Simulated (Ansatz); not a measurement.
`[OH][GeH]([Cl])[Cl]` and `[SH][GeH]([Cl])[Cl]` differ in one element.

Ansatz, PBE0-D4/def2-TZVP geometries, multiplicity 1. Each molecule was computed in one conformer, which needn't be the lowest.

Scalar relativity is left out up to krypton.

| property | `[OH][GeH]([Cl])[Cl]` |
| --- | --- |
| HOMO–LUMO gap (PBE0/def2-TZVPP) / eV | 8.44 |
| HOMO energy (PBE/def2-TZVPP) / eV | -7.70 |
| LUMO energy (B3LYP/def2-TZVPP) / eV | -1.12 |
| LUMO energy (ωB97M-V/def2-TZVPP) / eV | 1.25 |
| LUMO energy (PBE0/def2-TZVPP) / eV | -0.78 |
| HOMO–LUMO gap (ωB97M-V/def2-TZVPP) / eV | 12.75 |

Q: What does the change do to each property? (An estimate is asked.)

A: The calculation gave: 
| property | `[SH][GeH]([Cl])[Cl]` | shift |
| --- | --- | --- |
| HOMO–LUMO gap (PBE0/def2-TZVPP) / eV | 6.93 | -1.51 |
| HOMO energy (PBE/def2-TZVPP) / eV | -6.83 | 0.87 |
| LUMO energy (B3LYP/def2-TZVPP) / eV | -1.49 | -0.37 |
| LUMO energy (ωB97M-V/def2-TZVPP) / eV | 0.84 | -0.41 |
| LUMO energy (PBE0/def2-TZVPP) / eV | -1.18 | -0.40 |
| HOMO–LUMO gap (ωB97M-V/def2-TZVPP) / eV | 11.15 | -1.60 |

With PBE0 the HOMO rises by 1.12 eV and the LUMO falls by 0.40 eV, so the gap narrows by about 1.52 eV. PBE moves the HOMO by 0.87 eV and ωB97M-V by 1.20 eV.

B3LYP here is the variant with VWN-RPA as its local correlation; programs differ in this.
